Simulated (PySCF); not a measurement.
Ionisation energy of Ho⁴²⁺ by level of theory

Ho⁴²⁺ [Ar] 3d7 (4F) → Ho⁴³⁺ [Ar] 3d6 (5D), as a difference of total energies. All numbers are calculated (PySCF 2.14, scalar relativity by spin-free X2C-1e, in an even-tempered Gaussian basis (18 s from 8 bohr⁻², ratio 2.5; 13 p from 10 bohr⁻², ratio 2.5; 8 d from 10 bohr⁻², ratio 2.5; 4 f from 43 bohr⁻², ratio 2.7; 3 g from 65 bohr⁻², ratio 2.7)). Correlated levels: outer shells: [Ne] frozen; virtual orbitals above 40 to 60 times the deepest correlated orbital energy dropped. The calculations carry no spin-orbit coupling.

| method | ionisation energy (eV) |
| --- | --- |
| UHF | 3369.1 |
| LDA | 3368.8 |
| PBE | 3369.8 |
| PBE0 | 3370.2 |
| r2SCAN | 3371.5 |
| M06-L | 3371.1 |
| TPSSh | 3370.0 |
| MP2 (outer shells) | 3370.3 |
| SCS-MP2 (outer shells) | 3370.4 |

Spin-orbit coupling is strong in these open shells (close to jj coupling). The scalar numbers leave it out and a first-order estimate fails, so it can dominate the gap to the real levels.

Breit and QED terms and the two-electron picture change are absent.

For comparison: 3359 ± 4 eV (theoretical estimate listed by NIST; NIST Atomic Spectra Database, ionization energies).
